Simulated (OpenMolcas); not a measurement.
Os5+: ligand-field states by method

Os5+ with its 6 nearest fluoride ions at 1.857 Å, on the Ge site of Cs2GeF6 (a = 9.021 Å, distance in the model lattice 1.804 Å). The rest of the host is ab initio model potentials to 7.6 Å and point charges beyond; the distance is set by hand and nothing relaxes, and no local charge compensation is placed. Ligand basis ANO-RCC-VDZP.

| Quantity | Value |
| --- | --- |
| Program | OpenMolcas 26.06 |
| Basis | ANO-RCC-VTZP [8s7p5d3f2g1h] |
| Scalar Hamiltonian | DKH2, point nucleus |
| Active space | 3 electrons in 5 orbitals (5d) |
| State averaging | 2S+1 = 4 even, 10 roots; 2S+1 = 2 even, 40 roots |
| Spin-orbit coupling | state interaction with AMFI integrals over the reference wave functions |

I. CASSCF
II. SS-CASPT2, IPEA 0.25 Eh, imaginary shift 0.1 Eh (closed shells correlated: 5s 5p and the ligand valence shells)

Spin-free states (labels of O, the rotations of Oh) in cm-1, each column counted from its own energy of the first state listed:

```
   State  Degeneracy      I     II
     4A2           1      0      0
      2E           2  13432   9490
     2T1           3  14461   9040
     2T2           3  22267  15860
     4T2           3  44203  44250
     4T1           3  52488  50290
     2A1           1  54730  49880
2S+1 = 2           3  56541  52070
2S+1 = 2           3  57075  52440
      2E           2  58858  53040
```

From I to II, I's first state of the same spin (4T2) moves from 44203 to 44250 cm-1, by about +47 cm-1.

From I to II, I's first state of another spin (2E) moves from 13432 to 9490 cm-1, by about -3900 cm-1. In II another state of that kind comes below it.

χT at 300 K: I 1.50, II 1.34 cm3 K/mol.

The states above are spin-free; spin-orbit coupling is strong here and shifts and splits them by thousands of cm-1.

Roots that are degenerate in the reference are averaged as groups; the widest CASPT2 spread within a group is 520 cm-1 (the 3-fold group of multiplicity 2 near 58600 cm-1 above the lowest state of its run, II). Shifts and gaps below about the spread of the groups concerned are not significant. Over all roots computed the reference weight is 0.68 to 0.70 in II; a low but even weight reflects the number of correlated electrons. The least metal-like active orbital is 69 % on the metal (Löwdin) and no ligand orbital is active, so the numbers are rough. Ligand-to-metal charge-transfer states are missing. With no ligand orbital active B as a rule stays too high, so bands that hang on it stand too high and its fall with covalency is understated. Without dynamic correlation the repulsion within the d shell is too large (B by tens of per cent), so at a given field states of lower spin stand too high (holds for I). With metal d orbitals alone the field can be off either way by tens of per cent (holds for I). With one d shell and no ligand orbital active, 10Dq can be off by a tenth or more (holds for II). No measured value stands beside these numbers; the geometry was set by hand and not optimised.
